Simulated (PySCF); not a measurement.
C₃H₂ClF₃, SMILES F/C=C(/Cl)C(F)F.

Geometry optimised at B3LYP-D3(BJ)/def2-SVP. One conformer was computed; it need not be the lowest.

Two levels are set side by side: TDA-PBE/def2-SVPD (PySCF) and TDA-B3LYP/def2-SVPD (PySCF). Vertical, same geometry. The lowest singlet is HOMO→LUMO+1 99 % with PBE and HOMO→LUMO+1 98 % with the other functional; states are paired by order. Differences are taken from unrounded values.

```
quantity                               TDA-B3LYP  TDA-PBE  TDA-PBE minus TDA-B3LYP
-------------------------------------  ---------  -------  -----------------------
lowest singlet excitation (eV)              5.90     5.60                    -0.31
lowest triplet excitation (TDA) (eV)        3.96     3.94                    -0.02
first bright state (f over 0.05) (eV)       6.66     6.25                    -0.41
its oscillator strength                     0.27     0.18                    -0.09
```

Functionals without exact exchange tend to place singlet excitations lower, as here. Differences between two approximate levels are no errors against the true value.

Rough cost on one machine, each run with all the roots and properties that it gave: TDA-B3LYP against TDA-PBE about 2 times.
